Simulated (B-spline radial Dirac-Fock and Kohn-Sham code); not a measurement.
Dipole and non-dipole photoemission parameters of S⁶⁺ 2p3/2

System: the S⁶⁺ ion in the configuration [He] 2s2 2p6; threshold 277.3 eV (orbital energy of the model). Model: Dirac-Hartree-Slater photoionisation with a Latter tail; cross sections with all multipoles, angular parameters from the dipole term and its interference with E2. Program: an atomic code on a B-spline grid.

Input file task.json (cfg lists n, l and occupation; rrms is the nuclear radius in fm):

```json
{"items": [{
  "Z": 16,
  "q": 6,
  "cfg": [[1, 0, 2], [2, 0, 2], [2, 1, 6]],
  "A": 32,
  "rrms": 3.2611,
  "do": "xps",
  "hv": [52.3, 56.9, 60, 63.2, 67.4, 75.2, 109.0, 143.0, 300, 344.0, 384.0, 522.0, 600, 681.0, 914.0, 1560.0, 1600.0, 2520.0, 2710.0, 2810.0, 4000, 5414.7, 6000, 7160.0, 7300.0, 8047.8, 8720.0, 9251.7, 9460.0, 9590.0]
}]}
```

Run with: `python xray2_run.py task.json out`

For linearly polarised light dσ/dΩ = σ/(4π) [1 + β P₂(cos θ) + (δ + γ cos²θ) sin θ cos φ], with θ from the polarisation vector and φ the angle between the beam and the projection of the electron momentum on the plane normal to the polarisation.

| hν (eV) | σ (kb) | β | γ | δ |
| --- | --- | --- | --- | --- |
| 300 | 1290 | 1.307 | -0.008 | 0.012 |
| 344 | 950 | 1.419 | 0.047 | 0.014 |
| 384 | 731 | 1.459 | 0.086 | 0.015 |
| 522 | 331 | 1.481 | 0.194 | 0.018 |
| 600 | 226 | 1.466 | 0.246 | 0.020 |
| 681 | 159 | 1.443 | 0.294 | 0.023 |
| 914 | 68.1 | 1.360 | 0.401 | 0.031 |
| 1560 | 13.3 | 1.142 | 0.590 | 0.055 |
| 1600 | 12.2 | 1.131 | 0.599 | 0.056 |
| 2520 | 2.80 | 0.914 | 0.738 | 0.091 |
| 2710 | 2.20 | 0.878 | 0.760 | 0.098 |
| 2810 | 1.95 | 0.861 | 0.771 | 0.102 |
| 4000 | 0.577 | 0.691 | 0.870 | 0.144 |
| 5414.7 | 0.197 | 0.557 | 0.940 | 0.189 |
| 6000 | 0.136 | 0.515 | 0.964 | 0.206 |
| 7160 | 0.0716 | 0.447 | 1.005 | 0.238 |
| 7300 | ? | ? | ? | ? |
| 8047.8 | 0.0466 | 0.405 | 1.033 | 0.261 |
| 8720 | 0.0346 | 0.377 | 1.052 | 0.277 |
| 9251.7 | 0.0278 | 0.357 | 1.067 | 0.290 |
| 9460 | 0.0255 | 0.350 | 1.072 | 0.295 |
| 9590 | 0.0243 | 0.345 | 1.076 | 0.298 |

Q: Give the values at 7300 eV.

A: σ = 0.0667 kb, β = 0.440, γ = 1.010, δ = 0.242.

Values without a named source are computed, but for edge energies of neutral atoms, which are taken from tables.
